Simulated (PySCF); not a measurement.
`CO[SiH2][SiH](P)P`, CH10OP2Si2

Cartesian coordinates in Å; atom numbers follow the order of the lines, from 1:
```xyz
16

C    -2.952   -0.225    0.151
O    -1.650    0.043   -0.291
Si   -0.302   -0.803    0.221
Si    1.508    0.196   -0.860
P     3.512   -0.466   -0.015
P     1.389    2.452   -0.643
H    -3.276   -1.249   -0.112
H    -3.643    0.483   -0.332
H    -3.051   -0.106    1.246
H    -0.448   -2.267   -0.079
H    -0.129   -0.668    1.707
H     1.521   -0.125   -2.321
H     3.110   -0.237    1.339
H     3.151   -1.850    0.025
H     1.281    2.377    0.782
H    -0.029    2.454   -0.829
```

Level of theory: GIAO HF/pcSseg-1 magnetisability, rotational g tensor and spin-rotation constants, non-relativistic, gas phase in PySCF 2.14.0. Geometry: PBE0-D3(BJ)/def2-SVP.

Task: Give the nuclear spin-rotation constants along the inertial axes (H = +C I·J) beside the isotropic shieldings.

Result: Rotational constants 1.9710, 0.7755, 0.5905 GHz. A star marks the isotopologue with that one atom substituted, in its own axes.
```
atom  isotope  Caa (kHz)  Cbb (kHz)  Ccc (kHz)  mean (kHz)  σ (ppm)
  P5      31P      1.886      0.627      0.417       0.977    626.7
  P6      31P      1.719      0.699      0.417       0.945    625.9
  H7       1H     -0.160     -0.005     -0.043      -0.069     28.4
  H8       1H     -0.139      0.003     -0.050      -0.062     28.0
  H9       1H     -0.199     -0.079      0.025      -0.084     28.4
 H10       1H     -0.157      0.011     -0.042      -0.063     27.2
 H11       1H     -0.172     -0.074      0.025      -0.074     27.5
 H12       1H     -0.185     -0.074      0.021      -0.079     28.0
 H13       1H     -0.183     -0.091     -0.002      -0.092     30.5
 H14       1H     -0.172     -0.006     -0.067      -0.082     30.3
 H15       1H     -0.227     -0.074     -0.001      -0.101     30.6
 H16       1H      0.007     -0.069     -0.064      -0.042     29.5
  C1     13C*      0.261      0.161      0.120       0.181    140.3
  O2     17O*     -0.141     -0.012      0.004      -0.050    364.1
 Si3    29Si*     -0.990     -0.437     -0.355      -0.594    412.8
 Si4    29Si*     -1.018     -0.388     -0.315      -0.573    446.5
```
For the geometry as given, no vibrational averaging.

Task: How do the rotational constants and the g tensor change when H7, H8, H9, H10, H11, H12, H13, H14, H15, H16 are replaced by deuterium?

Result: Constants 1.7173, 0.6911, 0.5342 GHz; g -0.0178, -0.0079, -0.0066, against -0.0204, -0.0087, -0.0073 before.
